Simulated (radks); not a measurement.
The numbers below are computed, except where a source is named.
The nuclear charge of the ruthenium ion Ru2+ is varied continuously with 42 electrons held in [Kr] 4d6. Code: a radial shooting solver on a logarithmic mesh with Libxc functionals. Model: scalar-relativistic Kohn-Sham, PBE, spin-polarised, spherical densities, finite nucleus; open shells are filled with parallel spins first (spin-orbit coupling, left out, can overturn this in heavy ions); Fermi nuclear charge, rms radius 4.4809 fm. By the Hellmann-Feynman theorem dE/dZ = E(electron-nucleus)/Z, the electronic potential at the nucleus (averaged over a nucleus of fixed radius). The scalar-relativistic energy here is not variational (the density holds large components alone), so the two differ by a part that grows with Z.

| Z | E (hartree) | E(electron-nucleus)/Z (hartree) | HOMO | e(HOMO) (eV) | <r> HOMO (bohr) |
|---|---|---|---|---|---|
| 43 | -4285.39491 | -240.042 | 4d | -9.834 | 1.802 |
| 43.2 | -4333.67282 | -241.566 | 4d | -12.088 | 1.738 |
| 43.4 | -4382.25732 | -243.089 | 4d | -14.472 | 1.682 |
| 43.6 | -4431.14830 | -244.611 | 4d | -16.977 | 1.632 |
| 43.8 | -4480.34569 | -246.133 | 4d | -19.600 | 1.586 |
| 44 | -4529.84944 | -247.654 | 4d | -22.335 | 1.545 |
| 44.2 | -4579.65957 | -249.176 | 4d | -25.177 | 1.507 |
| 44.4 | -4629.77611 | -250.697 | 4d | -28.125 | 1.471 |
| 44.6 | -4680.19910 | -252.219 | 4d | -31.175 | 1.439 |
| 44.8 | -4730.92862 | -253.741 | 4d | -34.324 | 1.408 |
| 45 | -4781.96478 | -255.264 | 4d | -37.569 | 1.379 |

The central difference of E at Z = 44 is -248.285 hartree, to compare with the third column; the second derivative is -7.66 hartree.
